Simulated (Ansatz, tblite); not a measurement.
Spin states of the cluster Cd2Se⁺ (the lowest doublet isomer of a short search), each relaxed with PBE0-D4/def2-TZVP in Ansatz. Electronic energies in the gas phase.

In the def2 sets Cd takes a core potential; there is no spin–orbit coupling. The xTB rows come from tblite. LC-ωPBE has ω = 0.4 bohr⁻¹. HSE06 is defined as in plane-wave codes, on full-range PBE exchange. Correlated methods freeze 9 core orbitals; core or outer-core shells of Cd, Se are correlated, in sets that lack core-valence functions. The rows differ in basis, and correlated rows in double-zeta sets carry the largest basis error. In CCSD on the charge 1 doublet the largest single amplitude is 0.28, so its Hartree–Fock determinant may place the open shell otherwise than the density functionals do. The structure comes from a short search, and lower isomers may exist.

Doublet geometry (C2v within 0.1 Å):

```tsv
atom	x (Å)	y (Å)	z (Å)
Cd1	1.9253	-0.9536	-0.2874
Cd2	-2.0870	0.1176	0.5739
Se3	0.1617	0.8360	-0.2865
```

Quartet geometry (C2v within 0.1 Å):

Cartesian coordinates in Å:
```
Cd -1.456 1.297 -1.088
Cd 0.619 -2.012 0.745
Se 0.837 0.715 0.343
```

⟨S²⟩: doublet 0.76 at PBE0-D4/def2-TZVP (pure 0.75), quartet 3.76 at PBE0-D4/def2-TZVP (pure 3.75).

Only these spin states were relaxed.

```json
{"level": "GFN2-xTB", "quartet − doublet (kJ/mol)": "136.7", "lowest of these": "doublet"}
{"level": "PBE0-D4/def2-TZVP", "quartet − doublet (kJ/mol)": "63.5", "lowest of these": "doublet"}
{"level": "LC-ωPBE/def2-TZVP", "quartet − doublet (kJ/mol)": "29.4", "lowest of these": "doublet"}
{"level": "MP2/def2-SVP", "quartet − doublet (kJ/mol)": "46.1", "lowest of these": "doublet"}
{"level": "CCSD/def2-SVP", "quartet − doublet (kJ/mol)": "32.6", "lowest of these": "doublet"}
{"level": "CCSD(T)/def2-SVP", "quartet − doublet (kJ/mol)": "46.8", "lowest of these": "doublet"}
```

Task: Estimate the rows for GFN1-xTB, HF/def2-SVP, PBE-D4/def2-TZVP, HSE06-D4/def2-TZVP, BHLYP-D4/def2-TZVP, ωB97X-V/def2-TZVP.

Result: 
| level | quartet − doublet (kJ/mol) | lowest of these |
| --- | --- | --- |
| GFN1-xTB | 206.8 | doublet |
| HF/def2-SVP | -45.9 | quartet |
| PBE-D4/def2-TZVP | 80.9 | doublet |
| HSE06-D4/def2-TZVP | 66.0 | doublet |
| BHLYP-D4/def2-TZVP | 39.9 | doublet |
| ωB97X-V/def2-TZVP | 49.4 | doublet |

The xTB methods have no term that favours high spin, so they put low spin too low.
